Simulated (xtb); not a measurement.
xtb input (GFN1-xTB):

```bash
xtb mol.xyz --gfn 1 --opt tight --chrg 1 --uhf 0
```
mol.xyz:
```
4

W      0.18774383     0.02194714     0.25092013
O      1.39461519    -0.81431537    -0.57026527
O     -0.69629403    -1.18117543     1.02628591
Cl    -1.14585957     0.84351987    -1.30683853
```

Output:

```
           -------------------------------------------------
          |                Calculation Setup                |
           -------------------------------------------------

           -------------------------------------------------
          |                 G F N 1 - x T B                 |
           -------------------------------------------------

        Reference                      10.1021/acs.jctc.7b00118
      * Hamiltonian:
        H0-scaling (s, p, d)           1.850000    2.250000    2.000000
        zeta-weighting                 0.000000
      * Dispersion:
        s8                             2.400000
        a1                             0.630000
        a2                             5.000000
        s9                             0.000000
      * Repulsion:
        kExp                           1.500000
        rExp                           1.000000
      * Coulomb:
        alpha                          2.000000
        third order                    atomic
        anisotropic                    false
      * Halogen bond correction:
        rad-scale                      1.300000
        damping                        0.440000

          ...................................................
          :                      SETUP                      :
          :.................................................:
          :  # basis functions                  28          :
          :  # atomic orbitals                  26          :
          :  # shells                           10          :
          :  # electrons                        24          :
          :  # halogen bonds                     2          :
          :  max. iterations                   250          :
          :  Hamiltonian                  GFN1-xTB          :
          :  restarted?                      false          :
          :  GBSA solvation                  false          :
          :  PC potential                    false          :
          :  electronic temp.          300.0000000     K    :
          :  accuracy                    1.0000000          :
          :  -> integral cutoff          0.2500000E+02      :
          :  -> integral neglect         0.1000000E-07      :
          :  -> SCF convergence          0.1000000E-05 Eh   :
          :  -> wf. convergence          0.2000000E-04 e    :
          :  Broyden damping             0.4000000          :
          :  net charge                          1          :
          :  unpaired electrons                  0          :
          ...................................................

 iter      E             dE          RMSdq      gap      omega  full diag
   1    -15.4531197 -0.154531E+02  0.133E+01    4.29       0.0  T
   2    -15.6310329 -0.177913E+00  0.513E+00    3.68       1.0  T
   3    -15.6373171 -0.628418E-02  0.304E+00    3.67       1.0  T
   4    -15.6372279  0.891440E-04  0.924E-01    3.56       1.0  T
   5    -15.6384855 -0.125755E-02  0.223E-01    3.62       1.0  T
   6    -15.6386161 -0.130659E-03  0.185E-02    3.62       2.7  T
   7    -15.6386170 -0.888521E-06  0.230E-03    3.62      21.8  T
[...]
         :::::::::::::::::::::::::::::::::::::::::::::::::::::
         :: total energy             -15.548843739965 Eh    ::
         :: gradient norm              0.000012386536 Eh/a0 ::
         :: HOMO-LUMO gap              3.642148779709 eV    ::
         ::.................................................::
         :: SCC energy               -15.650170000137 Eh    ::
         :: -> electrostatic           0.301858717299 Eh    ::
         :: repulsion energy           0.102585177213 Eh    ::
         :: dispersion energy         -0.001258917041 Eh    ::
         :: halogen bond corr.         0.000000000000 Eh    ::
         :: add. restraining           0.000000000000 Eh    ::
         :: total charge               1.000000000000 e     ::
         :::::::::::::::::::::::::::::::::::::::::::::::::::::

           -------------------------------------------------
          |                Property Printout                |
           -------------------------------------------------

    * Orbital Energies and Occupations

         #    Occupation            Energy/Eh            Energy/eV
      -------------------------------------------------------------
         1        2.0000           -1.1643908             -31.6847
         2        2.0000           -0.9468022             -25.7638
         3        2.0000           -0.9391920             -25.5567
         4        2.0000           -0.7617618             -20.7286
         5        2.0000           -0.7499578             -20.4074
         6        2.0000           -0.7430019             -20.2181
         7        2.0000           -0.7407885             -20.1579
         8        2.0000           -0.7304120             -19.8755
         9        2.0000           -0.7119071             -19.3720
        10        2.0000           -0.7035969             -19.1458
        11        2.0000           -0.6953721             -18.9220
        12        2.0000           -0.6867340             -18.6870 (HOMO)
        13                         -0.5528875             -15.0448 (LUMO)
        14                         -0.5113442             -13.9144
        15                         -0.4785161             -13.0211
        16                         -0.3941078             -10.7242
        17                         -0.3889762             -10.5846
        18                         -0.2915649              -7.9339
        19                         -0.2893419              -7.8734
        20                         -0.2765208              -7.5245
        21                         -0.2532412              -6.8910
        22                         -0.2286034              -6.2206
        23                         -0.2130439              -5.7972
       ...                                ...                  ...
        26                          0.4120010              11.2111
      -------------------------------------------------------------
                  HL-Gap            0.1338465 Eh            3.6421 eV
             Fermi-level           -0.6198108 Eh          -16.8659 eV

  Mulliken/CM5 charges         n(s)   n(p)   n(d)
     1W     2.37356  2.98042   0.306  0.687  2.634
     2O    -0.63528 -0.88893   1.737  4.898  0.000
     3O    -0.63528 -0.88893   1.737  4.898  0.000
     4Cl   -0.10300 -0.20256   1.880  5.235 -0.012

Wiberg/Mayer (AO) data.
largest (>0.10) Wiberg bond orders for each atom

 ---------------------------------------------------------------------------
     #   Z sym  total        # sym  WBO       # sym  WBO       # sym  WBO
 ---------------------------------------------------------------------------
Note: The following floating-point exceptions are signalling: IEEE_DENORMAL
normal termination of xtb
     1  74 W    5.436 --     3 O    2.031     2 O    2.031     4 Cl   1.374
     2   8 O    2.205 --     1 W    2.031     3 O    0.106
     3   8 O    2.205 --     1 W    2.031     2 O    0.106
     4  17 Cl   1.510 --     1 W    1.374
 ---------------------------------------------------------------------------

Topologies differ in total number of bonds
Writing topology from bond orders to xtbtopo.mol

 dipole moment from electron density (au)
     X       Y       Z
   0.6249   3.3204   1.5814  total (Debye):    9.482

           -------------------------------------------------
          |                Geometry Summary                 |
           -------------------------------------------------

      molecular mass/u    :      251.2935250
   center of mass at/Å    :        0.0141331      -0.0351124       0.0104411
  moments of inertia/u·Å² :        0.7767501E+02   0.1764048E+03   0.2228061E+03
rotational constants/cm⁻¹ :        0.2170278E+00   0.9556221E-01   0.7566056E-01

 * 3 selected distances

     #   Z          #   Z                                           value/Å
     1  74 W        2   8 O                                       1.6761708
     1  74 W        3   8 O                                       1.6761708 (min)
     1  74 W        4  17 Cl                                      2.1656347 (max)

 * 2 distinct bonds (by element types)

   Z      Z             #   av. dist./Å        max./Å        min./Å
   8 O   74 W           2     1.6761708     1.6761708     1.6761708
  17 Cl  74 W           1     2.1656347     2.1656347     2.1656347

optimized geometry written to: xtbopt.xyz

           -------------------------------------------------
          | TOTAL ENERGY              -15.548843739965 Eh   |
          | GRADIENT NORM               0.000012386536 Eh/α |
          | HOMO-LUMO GAP               3.642148779709 eV   |
           -------------------------------------------------

------------------------------------------------------------------------
------------------------------------------------------------------------
 total:
 SCF:
 ANC optimizer:
```
